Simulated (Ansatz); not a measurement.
PdS₂⁺. The state is a doublet with charge 1. Geometry PBE-D4/def2-TZVP; atoms count from 1.

Cartesian coordinates in Å:
```
Pd -0.873 -0.105 -1.050
S 0.647 -0.890 0.443
S 0.226 0.994 0.607
```

In the def2 sets Pd takes a core potential; there is no spin–orbit coupling. The structure comes from a short search, and lower isomers may exist.

**Question.** Estimate the Mulliken populations from the PBE0/def2-TZVP orbitals of Ansatz.

**Answer.** 
```
atom  charge (e)  spin (α − β)  d electrons
 Pd1        0.59         -0.01         9.05
  S2        0.20          0.50            –
  S3        0.20          0.50            –
```
Mulliken values depend strongly on the basis.

**Question.** Where does the spin sit?

**Answer.** Summed by element: Pd -0.01, S 1.01, of 1 unpaired in all. Largest on single atoms: S2 0.50, S3 0.50, Pd1 -0.01.

**Question.** And the Mayer bond orders between heavy atoms (over 0.3)?

**Answer.** Pd1–S2 0.86 (2.27 Å); Pd1–S3 0.86 (2.27 Å); S2–S3 1.77 (1.94 Å).
